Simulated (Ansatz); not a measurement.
Two members of one family (Series BeX2), computed with Ansatz in the gas phase; def2 core potentials for I, no spin–orbit coupling. Binding counts from free atoms in the multiplicity of their measured ground term, without zero-point energy. A dash marks a value that wasn't run or was left out as unsound. The structures are stationary points that may keep the symmetry of their start. Remarks come from the PBE and PBE0 runs and from stability tests at other levels; not every state was tested. HOMO above LUMO (over both spins in singlets and doublets, within one spin in higher multiplets; at PBE or PBE0), or a gap under 0.15 eV within one spin, warns that the state may not be the lowest or that an electron is smeared out.

First: BeF2 (singlet, charge 0, PBE-D4/def2-TZVP geometry).

| atom | x (Å) | y (Å) | z (Å) |
| --- | --- | --- | --- |
| Be1 | 0.0003 | 0.0006 | -0.0012 |
| F2 | -0.0901 | 1.2642 | 0.5737 |
| F3 | 0.0898 | -1.2649 | -0.5724 |

| level | HOMO (eV) | LUMO (eV) | gap (eV) | vertical IE (eV) | binding per atom (eV) |
| --- | --- | --- | --- | --- | --- |
| PBE-D4/def2-SVP | -9.36 | -1.28 | 8.08 | – | 4.48 |
| PBE-D4/def2-TZVP | -9.66 | -1.41 | 8.25 | 14.20 | 4.48 |
| r2SCAN-D4/def2-TZVP | -10.14 | -0.81 | 9.33 | 14.40 | 4.41 |
| PBE0-D4/def2-SVP | -11.49 | -0.52 | 10.97 | – | 4.27 |
| PBE0-D4/def2-TZVP | -11.71 | -0.72 | 10.99 | 14.72 | 4.31 |

Second: BeI2 (singlet, charge 0, PBE-D4/def2-TZVP geometry).

```xyz
3

Be    0.0003   -0.0001   -0.0001
I    -1.1389   -1.4681   -1.1193
I     1.1386    1.4682    1.1195
```

Q: What does the change do? Estimate second minus first.

A: 
```json
{"level": "PBE-D4/def2-SVP", "Δ HOMO (eV)": "2.55", "Δ LUMO (eV)": "-0.48", "Δ gap (eV)": "-3.03", "Δ vertical IE (eV)": "–", "Δ binding per atom (eV)": "-2.08"}
{"level": "PBE-D4/def2-TZVP", "Δ HOMO (eV)": "2.78", "Δ LUMO (eV)": "-0.36", "Δ gap (eV)": "-3.14", "Δ vertical IE (eV)": "-4.66", "Δ binding per atom (eV)": "-2.08"}
{"level": "r2SCAN-D4/def2-TZVP", "Δ HOMO (eV)": "2.95", "Δ LUMO (eV)": "-0.61", "Δ gap (eV)": "-3.56", "Δ vertical IE (eV)": "-4.65", "Δ binding per atom (eV)": "-2.00"}
{"level": "PBE0-D4/def2-SVP", "Δ HOMO (eV)": "3.54", "Δ LUMO (eV)": "-0.54", "Δ gap (eV)": "-4.08", "Δ vertical IE (eV)": "–", "Δ binding per atom (eV)": "-1.90"}
{"level": "PBE0-D4/def2-TZVP", "Δ HOMO (eV)": "3.72", "Δ LUMO (eV)": "-0.31", "Δ gap (eV)": "-4.02", "Δ vertical IE (eV)": "-4.84", "Δ binding per atom (eV)": "-1.93"}
```

Remarks: gap within one spin near zero at PBE or PBE0 (+1 doublet).
